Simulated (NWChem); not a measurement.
System: SiH4SO2; SMILES O[SiH](O)S

Here is an NWChem input.

```
start job
memory heap 200 mb stack 900 mb global 1100 mb
geometry units angstroms noautoz
  Si     0.046327    -0.482411    -0.325632
  O      1.279617    -1.395395     0.273428
  O     -1.378219    -1.107769     0.238446
  S      0.069190     1.566496     0.325633
  H      0.209815    -0.548581    -1.797374
  H      1.335694    -1.471037     1.231438
  H     -2.170739    -0.574133     0.129271
  H      1.066152     1.924139    -0.513013
end
basis spherical
  Si library def2-svp
  O library def2-svp
  S library def2-svp
  H library def2-svp
end
dft
  xc xpbe96 cpbe96
  iterations 150
  mulliken
end
task dft energy
```

All runs use the structure optimised with PBE0/def2-SVP.

Problem. Give the results of this calculation. (PBE/def2-SVP.) Quantities: energy (Ha); highest occupied level (eV); orbital gap (eV); dipole (D).

Solution. 
- energy (Ha) = -839.83
- highest occupied level (eV) = -6.15
- orbital gap (eV) = 5.95
- dipole (D) = 0.74
